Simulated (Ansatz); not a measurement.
Worked example: SiH2(NH2)(SiH3) + Ga(NH2)3 → SiH(NH2)2(SiH3) + GaH(NH2)2

Species: SiH2(NH2)(SiH3), singlet; Ga(NH2)3, singlet; SiH(NH2)2(SiH3), singlet; GaH(NH2)2, singlet. The partners trade H for NH2: Si–H and Ga–NH2 bonds give way to Si–NH2 and Ga–H.

Shapes, held fixed at every level: PBE0-D4/def2-TZVP. Flexible molecules stand in one conformer, not always the lowest. Programs: Ansatz 0.2.0. Electronic energies: no zero-point or thermal term.

At CCSD(T)/def2-TZVPP; 1 Eh = 2625.50 kJ/mol:

| species | energy (Eh) |
| --- | --- |
| SiH2(NH2)(SiH3) | -636.998803 |
| Ga(NH2)3 | -2091.161873 |
| SiH(NH2)2(SiH3) | -692.316239 |
| GaH(NH2)2 | -2035.855922 |

Problem. Work out ΔE of the reaction at this level.

Solution. 
1. Products less reactants: (-692.316239) + (-2035.855922) − [(-636.998803) + (-2091.161873)] = -0.011485 Eh = -30.2 kJ/mol.

Other levels give -39.5 (r2SCAN-D4/def2-TZVPP) to -21.4 kJ/mol (CCSD/def2-SVP). No measured value is set beside it here. Relativity is left out for Ga. Outer-core shells of Ga are correlated in most correlated rows, in sets that cover them unevenly.
